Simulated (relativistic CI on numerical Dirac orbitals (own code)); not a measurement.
Ligand-field terms of d6

Computed with a parametric ligand-field model of a d^n configuration (Racah B and C, spin-orbit zeta, crystal field), exact diagonalisation.

Field parameters in Wybourne normalisation: Td as Oh with Dq negative (B⁴₀ = 21Dq, B⁴₄ = √(5/14) B⁴₀). The field is a parameter set, without covalency.

B = 1010 cm⁻¹, C = 4720 cm⁻¹ (C/B = 4.67), Td, no spin-orbit coupling. Tanabe-Sugano data, E/B above the lowest term (Δ = |10Dq|; b, c mark the second and third term of a kind):

```tsv
Δ/B	5E	5T2	3T1	3E	3T2	3T1(b)	1T2	1E
1.0	0.00	1.00	22.60	22.87	23.48	23.70	33.94	33.86
2.8	0.00	2.80	21.86	23.10	24.46	24.73	33.36	33.25
4.6	0.00	4.60	20.71	23.25	24.99	24.91	32.38	32.44
6.4	0.00	6.40	19.37	23.36	25.29	24.93	31.17	31.47
8.2	0.00	8.20	17.90	23.44	25.48	24.94	29.84	30.36
10.0	0.00	10.00	16.37	23.50	25.61	24.94	28.43	29.15
11.8	0.00	11.80	14.78	23.55	25.71	24.94	26.97	27.85
13.6	0.00	13.60	13.17	23.58	25.78	24.94	25.46	26.47
15.4	0.00	15.40	11.54	23.62	25.84	24.94	23.93	25.05
17.2	0.00	17.20	9.88	23.64	25.89	24.95	22.37	23.56
19.0	0.00	19.00	8.20	23.66	25.94	24.95	20.78	22.03
20.8	0.00	20.80	6.51	23.68	25.97	24.96	19.18	20.47
```

The ground term stays 5E.
